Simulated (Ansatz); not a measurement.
Isolated molecules relaxed with PBE0-D4/def2-TZVP in Ansatz; ΔE leaves out vibrations. CCSD(T)/CBS is the MP2 limit (def2-TZVPP, def2-QZVPP) plus CCSD(T) − MP2 in def2-TZVPP, frozen cores. This one scheme is used for every species, atoms too. DFT in def2-TZVPP. HSE06 is defined as in plane-wave codes. No spin–orbit coupling; open shells (•) take unrestricted orbitals. Spin–orbit coupling would lower the free atoms: a little for B, F, Si. Each species was taken in one conformer, which may not be the lowest.

Consider the atomization: `FB[SiH2][SiH3]` → B• + F• + 6 H• + 2 Si•.

`FB[SiH2][SiH3]`:

Cartesian coordinates in Å:
```
F 1.714 -2.026 -0.992
B 0.558 -1.424 -1.213
Si -0.541 -0.719 0.338
Si -0.017 1.553 0.607
H 0.241 -1.284 -2.365
H -0.264 -1.432 1.615
H -1.995 -0.820 0.026
H -0.286 2.290 -0.657
H -0.834 2.155 1.695
H 1.423 1.707 0.947
```

```tsv
level	ΔE (eV)
HSE06	32.62
SCS-MP2/def2-TZVPP	32.43
```

(1) What does CCSD(T)/CBS give? (An estimate is asked.)

Largest T1 diagnostic among the species: 0.015.

Answers

(1) Ansatz gave: +32.98 eV. The listed levels differ from it by -0.36, -0.55 eV.

The D4 term adds +0.31 eV with B3LYP and +0.16 eV with PBE0; it sums over pairs of atoms, weighted by their polarisabilities, and B3LYP, whose exchange is more repulsive, gets the larger term. In def2-TZVPP, CCSD(T) changes the Hartree–Fock value by +6.63 eV (the triples alone add +0.32 eV) and MP2 by +6.69 eV; breaking electron pairs costs correlation energy, which Hartree–Fock lacks. From r2SCAN to r2SCAN0 (25 % exact exchange), in def2-TZVPP and without D4, ΔE moves by −0.35 eV: exact exchange takes away binding that semilocal exchange gives to molecules.

B3LYP here is the variant with VWN-RPA as its local correlation; programs differ in this.

For atomizations the MP2-based limit and the directly extrapolated one differ by several kJ/mol either way, and by 10 to 25 for some Ge, Se and Sn compounds, so smaller differences from it don't rank the levels.
